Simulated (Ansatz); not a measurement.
Gas-phase reaction in SMILES: C[Si](C)(C)Cl [chloro(trimethyl)silane] -> C[Si](C)C + Cl atom (the Cl-Si bond at the site shown breaks; other sites are not compared here)
Each molecule is optimised on its own at B3LYP-D3(BJ)/def2-TZVP (Ansatz, a first-principles code). Frequencies are from Ansatz.

Quantity: bond dissociation energy (enthalpy at 298 K, with B3LYP-D3(BJ) rigid-rotor harmonic-oscillator terms), in eV. Correlated levels leave the core frozen unless marked. Open shells are spin-unrestricted. No spin-orbit coupling. No relativistic terms. CBS(X,Y): correlation extrapolated as X^-3; Hartree-Fock from the larger set.

```csv
level,program,bond dissociation energy (eV)
BLYP/def2-TZVPD,Ansatz,4.69
```

Task: Estimate the value at CCSD(T)/CBS(cc-pV(T+d)Z,cc-pV(Q+d)Z) as computed with Ansatz.

Result: 5.19 eV, so BLYP/def2-TZVPD differs from it by -0.50 eV.
